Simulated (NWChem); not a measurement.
CH6MgSi; SMILES [CH3][Mg][SiH3]

```xyz
9

Mg     0.0000     0.0000     0.6803
C      0.0000     0.0000     2.7740
H      0.6199    -0.8094     3.1821
H     -1.0109    -0.1321     3.1821
H      0.3910     0.9415     3.1821
Si     0.0000     0.0000    -1.9150
H     -1.3732     0.0138    -2.5144
H      0.6747    -1.1961    -2.5144
H      0.6986     1.1823    -2.5144
```
Atoms are numbered in this order, from 1.

All runs: NWChem. Geometry: optimised at B3LYP/6-31G* (spherical d).

For level B3LYP/def2-SVP:

```yaml
dipole (D): 1.29
```

Task: How do the values read with level B3LYP/aug-pcseg-1 instead?

Result: 
- dipole (D): 1.12
